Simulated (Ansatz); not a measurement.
Gas-phase electronic energies from Ansatz, PBE0-D4/def2-TZVP geometries. CCSD(T)/CBS is the MP2 limit (def2-TZVPP, def2-QZVPP) plus CCSD(T) − MP2 in def2-TZVPP, frozen cores. This one scheme is used for every species. DFT in def2-TZVPP. B3LYP here is the variant with VWN-RPA as its local correlation; programs differ in this. For Se outer-core shells are correlated without core-valence functions, which leaves a few kJ/mol of doubt a bond. Scalar relativity is left out up to krypton. One conformer a species, not always the lowest.

Reaction (formal exchange of groups at the Se–C bond): `C[Se]CO` + `B1CO1` → `C[Se]B1CO1` + CH₃OH

`C[Se]CO`:

Cartesian coordinates in Å:
```
C -1.506 -0.582 -0.175
Se 0.238 -1.326 0.248
C 1.151 0.383 0.510
O 1.222 1.175 -0.637
H -1.964 -0.159 0.718
H -1.392 0.180 -0.944
H -2.123 -1.395 -0.553
H 2.136 0.115 0.908
H 0.607 0.956 1.260
H 1.633 0.654 -1.334
```

`B1CO1`:

```xyz
6

B    -0.374   -0.124    0.775
C     0.113    0.126   -0.633
O     0.931   -0.246    0.568
H    -1.124   -0.230    1.684
H     0.341    1.122   -1.000
H     0.113   -0.648   -1.394
```

`C[Se]B1CO1`:

Z-matrix (Å, degrees):
```
C
Se 1 1.956
H 1 1.087 2 109.9
H 1 1.088 2 106.4 3 -118.9
H 1 1.087 2 109.9 3 122.2
B 2 1.901 1 98.2 3 -57.4
O 6 1.338 2 138.5 1 -179.9
C 6 1.511 2 158.6 1 0.7
H 8 1.086 6 122.1 2 -84.8
H 8 1.086 6 122.1 2 84.0
```

CH₃OH:

Z-matrix (Å, degrees):
```
C
O 1 1.409
H 1 1.097 2 112.4
H 1 1.090 2 107.0 3 -118.5
H 1 1.097 2 112.4 3 123.0
H 2 0.959 1 108.5 3 -61.6
```

Task: Is it downhill or uphill in electronic energy at CCSD(T)/CBS, and by how much? (Best estimate.)

Result: The calculation gave: Downhill: ΔE = -87.4 kJ/mol.

Task: What do these levels give: PBE0-D4, PBE0, B3LYP, HF/def2-TZVPP, MP2/CBS(def2), CCSD/CBS(def2)? (Best estimate.)

Result: Ansatz gave: PBE0-D4 -89.6, PBE0 -89.5, B3LYP -85.7, HF/def2-TZVPP -90.1, MP2/CBS(def2) -89.6, CCSD/CBS(def2) -88.1 kJ/mol.

Largest T1 diagnostic among the species: 0.016.

From PBE to PBE0 (25 % exact exchange), in def2-TZVPP and without D4, ΔE moves by −3.6 kJ/mol.
